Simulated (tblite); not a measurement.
Species: C6H10GeN2.
Atom-mapped SMILES: `[CH3:1][NH:2][GeH2:3][c:4]1[cH:5][cH:6][cH:7][cH:8][n:9]1` (hydrogens: H10, H11, H12 on C1; H13 on N2; H14, H15 on Ge3; H16 on C5; H17 on C6; H18 on C7; H19 on C8)

Computed with GFN2-xTB (tblite), gas phase: L-BFGS steps from a force-field or distance-geometry start until the largest atomic force falls under 0.01 eV/Å.

The end geometry, which sets the zero of energy:
```
atom  x, y, z in Å
C1     -2.7729    0.5463    0.6399
N2     -2.5358    0.1097   -0.7252
Ge3    -1.1968   -1.0832   -1.0524
C4      0.5558   -0.4836   -0.3719
C5      1.5735    0.0936   -1.1180
C6      2.7191    0.5236   -0.4706
C7      2.8004    0.3701    0.9045
C8      1.7257   -0.2058    1.5654
N9      0.6352   -0.6213    0.9473
H10    -2.0229    1.2557    1.0083
H11    -2.7505   -0.3296    1.2867
H12    -3.7574    1.0124    0.7130
H13    -2.5668    0.9003   -1.3569
H14    -1.5981   -2.3182   -0.3090
H15    -1.2223   -1.2736   -2.5465
H16     1.4580    0.1922   -2.1890
H17     3.5340    0.9689   -1.0248
H18     3.6733    0.6915    1.4516
H19     1.7386   -0.3399    2.6402
```

**Question.** These geometries come from the run, each turned onto the end geometry. Order them by energy, lowest first.
A.
```
atom  x, y, z in Å
C1     -2.9324    0.5688    0.6097
N2     -2.5085    0.2071   -0.7326
Ge3    -1.1607   -0.9478   -0.9953
C4      0.5404   -0.4140   -0.1977
C5      1.5099    0.0890   -1.0448
C6      2.7196    0.4498   -0.4845
C7      2.9472    0.3064    0.8796
C8      1.9153   -0.2129    1.6514
N9      0.7563   -0.5629    1.1047
H10    -2.1954    1.2420    1.0818
H11    -3.1090   -0.3361    1.2235
H12    -3.8674    1.1246    0.5487
H13    -3.0105    0.6336   -1.4943
H14    -1.4933   -2.3640   -0.4828
H15    -0.9302   -1.0812   -2.5193
H16     1.3243    0.2014   -2.1077
H17     3.5000    0.8510   -1.1030
H18     3.8955    0.5830    1.3193
H19     2.0890   -0.3287    2.7359
```
B.
```
atom  x, y, z in Å
C1     -2.9539    0.5501    0.6031
N2     -2.6236    0.0577   -0.7240
Ge3    -1.1725   -1.0276   -0.9835
C4      0.5738   -0.4063   -0.2875
C5      1.5780    0.1318   -1.0789
C6      2.7773    0.4938   -0.4900
C7      2.9302    0.3145    0.8765
C8      1.8612   -0.2143    1.5843
N9      0.7194   -0.5678    1.0222
H10    -2.2052    1.2383    1.0094
H11    -3.0361   -0.2974    1.2793
H12    -3.9143    1.0661    0.5802
H13    -2.6718    0.8235   -1.3862
H14    -1.4987   -2.3430   -0.3395
H15    -1.1172   -1.1748   -2.4846
H16     1.4024    0.2488   -2.1400
H17     3.5783    0.9070   -1.0851
H18     3.8481    0.5779    1.3823
H19     1.9146   -0.3695    2.6546
```
C.
```
atom  x, y, z in Å
C1     -2.9196    0.5388    0.6099
N2     -2.5519    0.1147   -0.7299
Ge3    -1.1777   -1.0506   -0.9956
C4      0.5789   -0.4310   -0.3412
C5      1.5879    0.1358   -1.1067
C6      2.7693    0.5089   -0.4888
C7      2.8931    0.3209    0.8793
C8      1.8151   -0.2201    1.5654
N9      0.6937   -0.5887    0.9731
H10    -2.2197    1.2621    1.0435
H11    -2.9385   -0.3387    1.2546
H12    -3.9176    0.9821    0.5917
H13    -2.5683    0.9059   -1.3614
H14    -1.5520   -2.2761   -0.2200
H15    -1.1806   -1.2707   -2.4867
H16     1.4416    0.2635   -2.1709
H17     3.5820    0.9351   -1.0611
H18     3.8013    0.5897    1.3992
H19     1.8530   -0.3725    2.6382
```
D.
```
atom  x, y, z in Å
C1     -2.8753    0.5439    0.6180
N2     -2.5405    0.1277   -0.7329
Ge3    -1.1847   -1.0581   -1.0133
C4      0.5764   -0.4698   -0.3434
C5      1.5840    0.1007   -1.1083
C6      2.7483    0.5152   -0.4851
C7      2.8600    0.3481    0.8863
C8      1.7955   -0.2244    1.5668
N9      0.6849   -0.6208    0.9722
H10    -2.1798    1.2819    1.0337
H11    -2.8582   -0.3356    1.2601
H12    -3.8807    0.9702    0.6355
H13    -2.5454    0.9247   -1.3567
H14    -1.5957   -2.2839   -0.2592
H15    -1.1809   -1.2587   -2.5064
H16     1.4448    0.2046   -2.1759
H17     3.5528    0.9610   -1.0540
H18     3.7485    0.6566    1.4161
H19     1.8363   -0.3742    2.6390
```
E.
```
atom  x, y, z in Å
C1     -2.9389    0.5586    0.6101
N2     -2.5770    0.0678   -0.7058
Ge3    -1.1610   -1.0213   -0.9808
C4      0.5817   -0.4086   -0.2406
C5      1.5732    0.1301   -1.0528
C6      2.7862    0.4941   -0.4906
C7      2.9549    0.3230    0.8769
C8      1.8957   -0.2003    1.6033
N9      0.7436   -0.5632    1.0671
H10    -2.1926    1.2282    1.0633
H11    -3.0807   -0.3060    1.2657
H12    -3.8756    1.1041    0.5230
H13    -2.8520    0.6675   -1.4729
H14    -1.5814   -2.3406   -0.4015
H15    -1.0353   -1.0357   -2.4762
H16     1.3418    0.2225   -2.1089
H17     3.5716    0.8837   -1.1239
H18     3.8831    0.5691    1.3688
H19     1.9527   -0.3638    2.6685
```

**Answer.** D (0.002 eV), C (0.005 eV), B (0.024 eV), E (0.112 eV), A (0.297 eV).

In the order of the answer:

```json
{"step": "74", "E above end (eV)": "0.002", "largest force (eV/Å)": "0.02", "rms force component (eV/Å)": "0.006", "rms distance from end (Å)": "0.079", "rms bond change (Å)": "0.000", "bond most changed (Å)": "Ge3–C4 +0.001"}
{"step": "42", "E above end (eV)": "0.005", "largest force (eV/Å)": "0.04", "rms force component (eV/Å)": "0.015", "rms distance from end (Å)": "0.115", "rms bond change (Å)": "0.001", "bond most changed (Å)": "N2–Ge3 -0.002"}
{"step": "27", "E above end (eV)": "0.024", "largest force (eV/Å)": "0.10", "rms force component (eV/Å)": "0.031", "rms distance from end (Å)": "0.153", "rms bond change (Å)": "0.003", "bond most changed (Å)": "N2–Ge3 +0.008"}
{"step": "12", "E above end (eV)": "0.112", "largest force (eV/Å)": "0.36", "rms force component (eV/Å)": "0.113", "rms distance from end (Å)": "0.202", "rms bond change (Å)": "0.006", "bond most changed (Å)": "Ge3–C4 +0.017"}
{"step": "1", "E above end (eV)": "0.297", "largest force (eV/Å)": "0.92", "rms force component (eV/Å)": "0.262", "rms distance from end (Å)": "0.246", "rms bond change (Å)": "0.018", "bond most changed (Å)": "Ge3–H14 +0.046"}
```

What follows is the cost of the whole relaxation. Hardware: one thread, Arm Neoverse V1 (aarch64), no GPU, shared host. Cost: 0.8 s.
